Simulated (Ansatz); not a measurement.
Species: TiO2 (charge -1, doublet). The spin state was set by rule; other spins were not relaxed. 
Coordinates optimised at B3LYP-D3(BJ)/def2-TZVP (Ansatz, a quantum-chemistry and plane-wave program):
```
Ti
O 1 1.6767
O 1 1.6767 2 114.01
```
Charge -1, spin multiplicity 2.

### Question
Give the harmonic wavenumbers at B3LYP-D3(BJ)/def2-TZVP (Ansatz, finite differences of forces, unscaled).

### Answer
316, 925, 958 cm⁻¹. Zero-point energy 3.1 kcal/mol.

### Question
From these and the geometry, give the ideal-gas thermochemistry at 298.15 K and 1 atm (rigid rotor, harmonic oscillator).

### Answer
Point group C2v, rotational symmetry number 2. Rotational constants 31.61, 7.986, 6.376 GHz. S(trans) 39.05, S(rot) 21.44, S(vib) 1.57, S(elec, spin only) 1.38, S 63.4 cal/(mol K). H(298) - H(0) 2.68 kcal/mol; G - E(el) -13.1 kcal/mol.
